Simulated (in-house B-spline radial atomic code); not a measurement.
Results of a calculation; reference values are marked as such.
Quantum size effects in thin Ba films (jellium)

The positive ions are smeared into a uniform slab; the electrons are solved self-consistently in the LDA (PW92) on a fine grid across the film. Stabilised jellium adds, inside the slab, the constant potential −n de/dn that makes the bulk stable at the metal's density. No lattice, so no dependence on crystal face. Atomic units unless named. The table is for plain jellium.

Ba: 2 valence electrons per atom, density 3.62 g/cm³, mass 137.33 u, so r_s = 3.7 bohr.

| thickness (nm) | in Fermi wavelengths | filled subbands | work function (eV) | surface energy (J/m²) |
| --- | --- | --- | --- | --- |
| 0.721 | 1.125 | 3 | 2.968 | 0.195 |
| 0.801 | 1.250 | 3 | 3.118 | 0.196 |
| 0.882 | 1.375 | 3 | 3.100 | 0.186 |
| 0.962 | 1.500 | 3 | 2.984 | 0.181 |
| 1.041 | 1.625 | 4 | 2.985 | 0.193 |
| 1.122 | 1.750 | 4 | 3.086 | 0.193 |
| 1.202 | 1.875 | 4 | 3.078 | 0.187 |
| 1.282 | 2.000 | 4 | 3.003 | 0.184 |
| 1.362 | 2.125 | 5 | 2.997 | 0.191 |
| 1.443 | 2.250 | 5 | 3.070 | 0.192 |
| 1.522 | 2.375 | 5 | 3.066 | 0.187 |
| 1.602 | 2.500 | 5 | 3.013 | 0.185 |
| 1.683 | 2.625 | 6 | 3.005 | 0.191 |

Q: At what steps in thickness do new subbands fill, and why?

A: λ_F = 2π/k_F = 12.114 bohr = 0.641 nm. New subbands appear by 1.625, 2.125, 2.625 λ_F, each within the grid step of 1/8 λ_F; the true step is half a wavelength (0.321 nm), since a level crosses E_F each time one more half wave at k_F fits across the film.

Q: How large is the oscillation of the work function here?

A: It runs from 2.968 to 3.118 eV over the table, 0.15 eV within the first four rows and 0.06 eV within the last four, about a thick-film value of 3.03 eV. The grid can skip the cusp where a subband opens, so the true swing can be larger; measurement on the bulk metal gives 2.52 to 2.70 eV.

Q: The film of 15.14 bohr has subband bottoms at -6.412, -5.347, -3.695 eV, measured from the vacuum level. Show that these levels and neutrality give the work function in the table.

A: Each subband holds (E_F − ε_j)/π electrons per bohr², spin included. Neutrality needs n L = 0.0047131 × 15.14 = 0.07136, and π n L × 27.2114 = 6.100 eV. So E_F = (π n L + Σ ε_j)/3 = (6.100 + (-15.454))/3 = -3.118 eV, and the work function is 3.118 eV.
